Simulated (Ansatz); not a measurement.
Input file for Ansatz (an electronic-structure program): R-B3LYP/def2-TZVPP on BH5N (SMILES B[NH3+]), atoms moved off the minimum. Charge +1.

Ansatz 0.2 input:
```yaml
crystal:
  periodic: [false, false, false]
  atoms:
    - {symbol: B, position_ang: [0.87024096, 0.11996600, 0.02710914]}
    - {symbol: N, position_ang: [-0.58844413, -0.05859405, -0.05143443]}
    - {symbol: H, position_ang: [1.57763357, -0.86769011, 0.17716209]}
    - {symbol: H, position_ang: [1.22420880, 1.25404157, -0.21402915]}
    - {symbol: H, position_ang: [-1.01532638, 0.10175600, 0.90610226]}
    - {symbol: H, position_ang: [-0.99434524, -1.02410245, -0.31840661]}
    - {symbol: H, position_ang: [-1.09345445, 0.59260576, -0.61044992]}
basis:
  gaussian:
    orbitals: def2-TZVPP
hamiltonian:
  xc: {name: B3LYP}
total_charge: 1
scf: {lower_state_search: off}
output: {forces: true}
```

The head of its log:

```
WARN ansatz: RAYON_NUM_THREADS=1 ignored (pool sized by the plan → 1); use --threads N
Functional definition: B3LYP
these checks for a lower state are left out or cut short: stability, starts, cluster_reference, orbital_swaps, neighbouring_geometries, increment
integrals: 0.03 GiB planned
619 factors; their error is unknown
mean field: 0.36 GiB planned
mean field evaluation 1: about -2229.1095 eV, gradient 8.3e1 eV
mean field evaluation 2: about -2220.8610 eV, gradient 9.7e1 eV
```

Question: Predict the final total energy.

Answer: -82.3714 hartree.
